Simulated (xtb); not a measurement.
Harmonic IR lines of one isomer of C$_{4}$H$_{3}$N, unscaled. Computed with xtb with GFN2-xTB.

wavenumber (cm⁻¹): 552 (w), 746 (m), 914 (w), 982 (w), 1176 (w), 1288 (vw), 1776 (w), 2393 (vs), 2973 (m)

Q: Which structure gives these lines?
A) `C#CC#CN`
B) `N#CC1C=C1`
C) `N#CC1=CC1`
D) `CC#CC#N`

A: B, `N#CC1C=C1`
